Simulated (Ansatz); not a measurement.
ClFGeH4Si (`F[SiH](Cl)[GeH3]`), relaxed with RKS PBE0-D4/def2-TZVP in Ansatz from a PBE-D4/def2-SVP geometry. The force threshold is 0.005 eV/Å; the program also tests the step.

Total charge 0; spin multiplicity 1.

Start:

```xyz
8

F    -2.150   -0.669    0.473
Si   -1.053    0.089   -0.480
Cl   -1.487    2.120   -0.474
Ge    1.124   -0.231    0.439
H    -1.245   -0.424   -1.877
H     1.485   -1.739    0.470
H     1.162    0.335    1.880
H     2.164    0.520   -0.431
```

```json
{"step": "1", "energy (eV)": "-79688.4704", "largest force (eV/Å)": "1.138", "largest move (Å)": "0.000"}
{"step": "2", "energy (eV)": "-79688.5053", "largest force (eV/Å)": "0.655", "largest move (Å)": "0.039"}
{"step": "3", "energy (eV)": "-79688.5152", "largest force (eV/Å)": "0.284", "largest move (Å)": "0.043"}
{"step": "4", "energy (eV)": "-79688.5179", "largest force (eV/Å)": "0.055", "largest move (Å)": "0.022"}
{"step": "5", "energy (eV)": "-79688.5181", "largest force (eV/Å)": "0.014", "largest move (Å)": "0.011"}
{"step": "6", "energy (eV)": "-79688.5182", "largest force (eV/Å)": "0.006", "largest move (Å)": "0.004"}
{"step": "7", "energy (eV)": "-79688.5182", "largest force (eV/Å)": "0.003", "largest move (Å)": "0.005"}
{"step": "8", "energy (eV)": "-79688.5182", "largest force (eV/Å)": "0.003", "largest move (Å)": "0.008"}
```

End:

```xyz
8

F    -2.127   -0.663    0.436
Si   -1.049    0.090   -0.469
Cl   -1.505    2.086   -0.459
Ge    1.122   -0.231    0.443
H    -1.224   -0.396   -1.857
H     1.463   -1.728    0.486
H     1.175    0.348    1.863
H     2.145    0.493   -0.443
```

Run time 20 s (4 threads of an Arm Neoverse V2 on a shared host); peak host memory 0.5 GiB.
